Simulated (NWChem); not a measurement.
GaN2H4F; SMILES [NH2][Ga]([NH2])[F]

```xyz
8

Ga     0.0000     0.0000    -0.0141
F      0.0000     0.0000     1.7436
N     -1.6222    -0.0296    -0.7997
H     -1.7635     0.1901    -1.7771
H     -2.4584     0.1350    -0.2533
N      1.6222     0.0296    -0.7997
H      1.7635    -0.1901    -1.7771
H      2.4584    -0.1350    -0.2533
```
Atoms are numbered in this order, from 1.

The geometry was optimised at PBE0/def2-SVP.

Symmetry labels are those of C2 in the frame above (b1 and b2, or b-type labels, depend on it).

### Question
List the 4 lowest vertical singlet excitations from B3LYP/def2-SVPD, TDA (NWChem).

### Answer
```json
[
 {"state": "S1", "energy (eV)": "5.14", "oscillator strength": "0.001", "symmetry": "a", "leading excitation (squared amplitude)": "HOMO → LUMO (0.99)"},
 {"state": "S2", "energy (eV)": "5.87", "oscillator strength": "0.093", "symmetry": "b", "leading excitation (squared amplitude)": "HOMO−1 → LUMO (0.98)"},
 {"state": "S3", "energy (eV)": "6.99", "oscillator strength": "0.000", "symmetry": "a", "leading excitation (squared amplitude)": "HOMO → LUMO+2 (0.96)"},
 {"state": "S4", "energy (eV)": "7.00", "oscillator strength": "0.111", "symmetry": "b", "leading excitation (squared amplitude)": "HOMO → LUMO+1 (0.83)"}
]
```
